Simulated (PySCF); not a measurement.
Compound: C5H4OS.
Numbering: `[O:1]=[CH:2][c:3]1[cH:4][cH:5][cH:6][s:7]1`

Cartesian coordinates in Å at the GFN2-xTB level; atoms count from 1:
```
atom  x, y, z in Å
O1     0.8358   -2.0132   -1.9801
C2    -0.1379   -1.6562   -1.3632
C3    -0.1630   -0.5576   -0.4232
C4     0.8751    0.2681   -0.0571
C5     0.4964    1.2347    0.8851
C6    -0.8210    1.1388    1.2286
S7    -1.6248   -0.1290    0.4115
H8    -1.1157   -2.1642   -1.4781
H9     1.8641    0.1633   -0.4652
H10    1.1652    1.9704    1.2942
H11   -1.3686    1.7475    1.9214
```

Probes without a nucleus sit at each ring's centroid and 1 Å off its mean plane on both sides; NICS is minus the shielding there, NICSzz its component along the normal. Level: GIAO PBE0/pcSseg-1 (PySCF, non-relativistic, gas phase) on the GFN2-xTB geometry, one conformer.

Ring bond lengths (Å), with Mayer bond orders in brackets: C3–C4 1.376 (1.45), C4–C5 1.402 (1.32), C5–C6 1.365 (1.52), C6–S7 1.709 (1.21), S7–C3 1.737 (1.12).

**Question.** What do the NICS probes read (ppm)?

**Answer.** 
| ring | type | NICS(0) | NICS(1), two faces | NICS(1)zz, two faces | rms pucker (Å) | centre to ring atoms, mean (Å) |
| --- | --- | --- | --- | --- | --- | --- |
| C3–C4–C5–C6–S7 | 5-membered ring with S; formal bonds all aromatic | -12.1 | -11.6 / -11.6 | -27.0 / -27.0 | 0.00 | 1.29 |

**Question.** What can be read from them?

**Answer.** 
- C3–C4–C5–C6–S7: mean NICS(1)zz -27.0 ppm, shielded. The ring is flat and has no four-coordinate atom; by the NICS criterion it is aromatic.

**Question.** And the bond-length index? HOMA takes Krygowski's 1993 parameters.

**Answer.** 
- C3–C4–C5–C6–S7: HOMA 0.87; the largest term is that of S7–C3, α(R − Ropt)² = 0.34. The geometric and the magnetic index point the same way.

**Question.** What field does 11.7 T along the ring normal induce along that normal at the first NICS(1) probe listed for ring C3–C4–C5–C6–S7, 1 Å off the ring?

**Answer.** NICSzz × B0 = -27.0 ppm × 11.7 T = -316 μT, against the applied field.

**Question.** How shielded are the nuclei of the rings and their hydrogens (means over atoms taken as equivalent)?

**Answer.** 
```json
{"atoms": "C3", "environment": "substituted aromatic carbon", "σ isotropic (ppm)": "34.2"}
{"atoms": "C4", "environment": "aromatic CH carbon", "σ isotropic (ppm)": "51.1"}
{"atoms": "C5", "environment": "aromatic CH carbon", "σ isotropic (ppm)": "53.5"}
{"atoms": "C6", "environment": "aromatic CH next to a ring sulfur", "σ isotropic (ppm)": "42.9"}
{"atoms": "S7", "environment": "thiophene-type sulfur", "σ isotropic (ppm)": "257.5"}
{"atoms": "H9", "environment": "aromatic hydrogen", "σ isotropic (ppm)": "23.45"}
{"atoms": "H10", "environment": "aromatic hydrogen", "σ isotropic (ppm)": "24.27"}
{"atoms": "H11", "environment": "aromatic hydrogen", "σ isotropic (ppm)": "24.09"}
```

Time: 8.7 s of wall time. Hardware: one thread, x86-64 server, shared host. This is the whole shielding run at PBE0/pcSseg-1, SCF included.
